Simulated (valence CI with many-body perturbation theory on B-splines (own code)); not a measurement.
## E1 line list for Te XXII

Calculated by valence CI with perturbative core correlation (CI+MBPT): three valence electrons over a frozen Dirac-Fock core [Ar] 3d10, a basis of 11 s, 11 p, 10 d, 8 f, 5 g, 2 h functions for each j, with the one-electron correlation potential Σ1, the two-electron term Σ2, the three-electron term Σ3, Breit, model QED; selected CI, second order for the rest, scaled by the run's own slope (own B-spline code, finite nucleus).

No measured levels were compared; by estimate levels hold to about 250 cm⁻¹ or 0.2 % of their energy and the worst to 1 %, as in measured heavy ions of charge 2 to 7; those with d or f electrons hold less well.

Lines 1 to 50 of 559 in falling wavelength, among levels below 2504300 cm⁻¹, chosen from the strongest by gf and those to the six lowest levels. Wavelengths and rates use the calculated energies, so an error of 2000 cm⁻¹ moves a line at 54.53 nm by 1.1 % and its rate by three times that or more. Electric multipoles are in the length gauge, E1 and E2 with the static RPA response of the core. Weak lines are less certain than strong ones. Lines between different terms over intervals too small for the method are left out, as are lines whose strength nearly cancels. Where a level lies close to another of its J and parity, the split of strength between their lines is uncertain. The highest levels of a list are the least certain.

Names give the largest LS component (configuration and term), which can be under half, so a name can repeat, a term be missing and a line seem to break the LS rules; names also repeat where a configuration has a term twice. Letters in brackets count levels of one name in rising energy.

```
λ vac (nm)              Upper               Lower   A (s⁻¹)  S (a.u.)
     54.53      4s²5p ²P°_1/2        4s²5s ²S_1/2  4.49e+09  7.18e-01
     43.53      4s²5p ²P°_3/2        4s²5s ²S_1/2  8.43e+09  1.37e+00
     39.73       4s4p² ⁴P_1/2       4s²4p ²P°_3/2  8.73e+07  5.40e-03
     30.98       4s4p² ⁴P_3/2       4s²4p ²P°_3/2  2.84e+08  1.67e-02
     30.61        4p³ ²D°_5/2        4s4p² ²P_3/2  4.24e+09  3.60e-01
     29.90      4p²4f ²H°_9/2   4s4p4f ²G_7/2 [b]  2.51e+09  3.32e-01
     28.98   4p²4d ⁴F_9/2 [a]  4s4p4d ²F°_7/2 [a]  3.00e+09  3.61e-01
     28.25       4s4p² ⁴P_5/2       4s²4p ²P°_3/2  2.25e+09  1.50e-01
     28.17      4p4d² ²H°_9/2        4s4d² ²G_9/2  2.84e+09  3.14e-01
     27.70      4p²4f ²G°_7/2   4s4p4f ²F_7/2 [a]  3.18e+09  2.67e-01
     27.51       4s4p² ⁴P_1/2       4s²4p ²P°_1/2  2.75e+09  5.65e-02
     26.20  4p4d² ⁴G°_5/2 [a]       4s4p4f ⁴F_3/2  4.98e+09  2.65e-01
     25.54    4p³ ²P°_3/2 [a]        4s4p² ²D_3/2  4.40e+09  1.45e-01
     25.53      4p²4f ⁴G°_9/2       4s4p4f ⁴F_9/2  3.64e+09  2.99e-01
     25.43   4p²4d ²D_5/2 [a]  4s4p4d ²F°_7/2 [b]  6.55e+09  3.19e-01
     25.32  4p4d² ⁴G°_7/2 [a]       4s4p4f ⁴D_7/2  5.09e+09  3.26e-01
     25.27      4p4d² ⁴G°_9/2        4s4d² ⁴F_9/2  5.61e+09  4.46e-01
     25.15      4p²4f ⁴G°_7/2       4s4p4f ⁴F_7/2  4.86e+09  3.05e-01
     25.11     4p²4f ²H°_11/2      4s4p4f ⁴G_11/2  4.40e+09  4.12e-01
     25.09       4p²4d ⁴D_3/2  4s4p4d ²D°_5/2 [a]  7.95e+09  2.48e-01
     25.03       4p²4d ⁴D_5/2  4s4p4d ²D°_5/2 [a]  5.33e+09  2.48e-01
     24.99  4p4d² ²F°_7/2 [a]        4s4d² ⁴F_9/2  6.84e+09  4.22e-01
     24.54  4p4d² ²G°_7/2 [b]   4s4p4f ²G_9/2 [b]  4.39e+09  2.57e-01
     24.48       4s4p² ²D_3/2       4s²4p ²P°_3/2  1.30e+09  3.77e-02
     24.44      4p²4f ²F°_7/2       4s4p4f ⁴F_9/2  5.21e+09  3.00e-01
     24.12   4p²4d ⁴F_9/2 [a]      4s4p4d ⁴D°_7/2  3.86e+09  2.68e-01
     23.90        4p³ ⁴S°_3/2        4s4p² ²D_5/2  9.53e+09  2.57e-01
     23.73  4p4d² ⁴G°_7/2 [b]       4s4p4f ⁴G_9/2  8.32e+09  4.39e-01
     23.60   4p²4d ⁴F_9/2 [b]  4s4p4d ²F°_7/2 [b]  7.58e+09  4.92e-01
     23.59  4p²4f ²G°_9/2 [a]      4s4p4f ⁴G_11/2  7.73e+09  5.01e-01
     23.58        4p³ ²D°_5/2        4s4p² ²D_5/2  1.13e+10  4.40e-01
     23.48      4p²4f ²G°_7/2        4s4d² ²G_9/2  5.22e+09  2.67e-01
     23.30       4p²4d ⁴F_7/2      4s4p4d ⁴F°_9/2  1.39e+10  6.92e-01
     23.08       4p²4d ⁴F_5/2      4s4p4d ⁴F°_7/2  1.64e+10  5.98e-01
     23.01       4s4p² ⁴P_3/2       4s²4p ²P°_1/2  6.69e+07  1.61e-03
     22.99       4p²4d ⁴F_3/2      4s4p4d ⁴F°_5/2  1.47e+10  3.54e-01
     22.67       4s4p² ²P_1/2       4s²4p ²P°_3/2  4.19e+09  4.82e-02
     22.48   4p²4d ⁴F_9/2 [b]  4s4p4d ²F°_7/2 [a]  6.35e+09  3.56e-01
     22.47   4p²4d ⁴F_9/2 [a]      4s4p4d ⁴F°_9/2  1.28e+10  7.17e-01
     22.42    4p³ ²P°_3/2 [a]        4s4p² ⁴P_5/2  2.27e+10  5.04e-01
     21.98       4p²4d ⁴P_5/2      4s4p4d ⁴D°_7/2  1.51e+10  4.75e-01
     21.77    4p³ ²P°_3/2 [b]        4s4p² ²P_3/2  2.10e+10  4.27e-01
     21.75  4s4p4f ²F_7/2 [a]       4s²4f ²F°_7/2  7.27e+09  2.96e-01
     21.75       4s4d² ²F_5/2       4s²4f ²F°_5/2  7.23e+09  2.20e-01
     21.71       4p²4d ⁴P_3/2      4s4p4d ⁴D°_5/2  1.14e+10  2.31e-01
     21.68      4p²4f ⁴F°_7/2   4s4p4f ²G_7/2 [a]  5.92e+09  2.38e-01
     21.58       4s4p² ²D_5/2       4s²4p ²P°_3/2  7.85e+09  2.34e-01
     21.51   4p²4d ²F_7/2 [b]  4s4p4d ²F°_7/2 [b]  8.13e+09  3.19e-01
     21.50   4p²4d ²F_7/2 [b]  4s4p4d ²F°_5/2 [b]  6.37e+09  2.50e-01
     21.40  4p4d² ²F°_7/2 [d]        4s4d² ²F_7/2  6.75e+09  2.61e-01
```
